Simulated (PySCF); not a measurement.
Atom-mapped SMILES (the numbers label the heavy atoms): `[CH2:1]=[CH:2][O:3][SiH2:4][Cl:5]`. Each H is labelled by its parent atom. Ha(C1) is cis to O3; Hb(C1) is trans to O3.

Computational details: geometry: GFN2-xTB, shieldings: GIAO PBE0/pcSseg-1, in PySCF (no solvent model, one computed conformer, averaged over atoms made equivalent by symmetry, fast rotation or ring inversion, no relativistic terms).

Referencing at the same level of theory: ¹³C (186.93 ppm), ¹H (31.72 ppm), ²⁹Si (349.16 ppm) against TMS; H2O for ¹⁷O (336.08 ppm); ³⁵Cl (949.78 ppm) vs HCl.

```json
{"atoms": "O3", "nucleus": "¹⁷O", "count": "1", "Hirshfeld charge": "-0.20", "δ (ppm)": "122.1"}
{"atoms": "Hb(C1)", "nucleus": "¹H", "count": "1", "Hirshfeld charge": "0.05", "δ (ppm)": "4.55"}
{"atoms": "Cl5", "nucleus": "³⁵Cl", "count": "1", "Hirshfeld charge": "-0.12", "δ (ppm)": "29"}
{"atoms": "C1", "nucleus": "¹³C", "count": "1", "Hirshfeld charge": "-0.14", "δ (ppm)": "?"}
{"atoms": "C2", "nucleus": "¹³C", "count": "1", "Hirshfeld charge": "0.04", "δ (ppm)": "153.5"}
{"atoms": "H(C2)", "nucleus": "¹H", "count": "1", "Hirshfeld charge": "0.06", "δ (ppm)": "6.58"}
{"atoms": "Ha(C1)", "nucleus": "¹H", "count": "1", "Hirshfeld charge": "0.04", "δ (ppm)": "?"}
{"atoms": "H(Si4)", "nucleus": "¹H", "count": "2", "Hirshfeld charge": "-0.07", "δ (ppm)": "?"}
{"atoms": "Si4", "nucleus": "²⁹Si", "count": "1", "Hirshfeld charge": "0.41", "δ (ppm)": "-30.6"}
```

Question: Fill in the missing shifts.

Answer: 
- C1: 96.4 ppm, β carbon of an enol-ether or enamine type C=C; the O or N lone pair pushes π density onto this β carbon and shields it
- H(Si4): 5.50 ppm, hydrogen on a silicon bonded to Cl, O
- Ha(C1): 4.69 ppm, hydrogen on a β carbon of an enol-ether or enamine type C=C; lone-pair donation from O or N shields it, upfield of ordinary alkene protons

Shifts are as computed. Against solution values, carbons near 30 ppm lie about +3 ppm off and those near 130 ppm about +5 ppm. Of 1211 compounds with measured shifts, 218 miss one by over three times the rms of a fit or turn the order of signals round; such compounds aren't used in these exercises. Experimental scales use liquid or dissolved standards, which lie at an offset from isolated H2O (liquid H2O: subtract about 36 ppm).
